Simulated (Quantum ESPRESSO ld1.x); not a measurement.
C5+, configuration 1s1. Method: scalar-relativistic Kohn-Sham, LDA (Slater exchange, Perdew-Zunger correlation), spin-polarised, spherical densities, point nucleus; open shells are filled with parallel spins first; computed with ld1.x of Quantum ESPRESSO 7.5. Some entries of the table are withheld. Estimate them.

orbital  occ.  eigenvalue (eV)  <r^2> (bohr^2)  r(max) (bohr)
1s up       1         -447.983         0.08514          0.167
1s down     0         -397.890         0.09549          0.173
2s up       0              (1)           1.313          0.909
2p up       0         -94.8591          0.9717          0.709
2s down     0              (2)           1.452          0.961
2p down     0         -88.6051           1.117          0.768

Answer. 
(1) 2s up eigenvalue (eV): -97.6312
(2) 2s down eigenvalue (eV): -92.3213
